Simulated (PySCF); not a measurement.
Computed IR spectrum (relative IR intensity) of a molecule CH7NOSi. Geometry optimised at PBE-D3(BJ)/def2-SVP. The values are those of a single conformer. Calculation: PySCF with PBE-D3(BJ)/def2-SVP. Frequencies are harmonic and unscaled.

Lines under 2 % of the strongest are left out, and lines within 2 cm⁻¹ are merged.

```
ν (cm⁻¹)  relative intensity
--------  ------------------
186                      3.8
213                      2.0
224                       11
284                      8.1
359                       26
410                       61
651                      3.5
718                      7.2
785                       27
832                       18
882                       29
900                       45
928                      100
1218                      12
1493                      16
2158                      59
3067                     2.2
3490                     5.3
3585                     6.1
3745                      16
```

Q: Pick the molecule that these values belong to.
A) NC[SiH2]O
B) CO[SiH2]N
C) C[Si@H](N)O
D) CN[SiH2]O

A: C, C[Si@H](N)O
